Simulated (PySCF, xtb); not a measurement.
C₅H₅F, SMILES C(=C)C=C=CF. One conformer was computed; it need not be the lowest.

Harmonic wavenumbers (cm⁻¹) from GFN2-xTB (xtb 6.7.1) at its own minimum, in rising order: 86, 118, 193, 285, 370, 481, 592, 625, 741, 857, 892, 915, 994, 1016, 1124, 1177, 1216, 1274, 1380, 1428, 1663, 2055, 3022, 3040, 3073, 3100, 3135.

What does PySCF with PBE-D3(BJ)/def2-SVP give at its own minimum? (The exact figures need the calculation; the answer reports its results.)

95, 123, 219, 304, 368, 488, 626, 648, 784, 876, 890, 900, 996, 1015, 1137, 1170, 1239, 1264, 1353, 1429, 1640, 2006, 3032, 3076, 3092, 3100, 3181. Paired by order, the mean absolute difference is 18 cm⁻¹ and the zero-point energies are 49.8 and 50.1 kcal/mol.
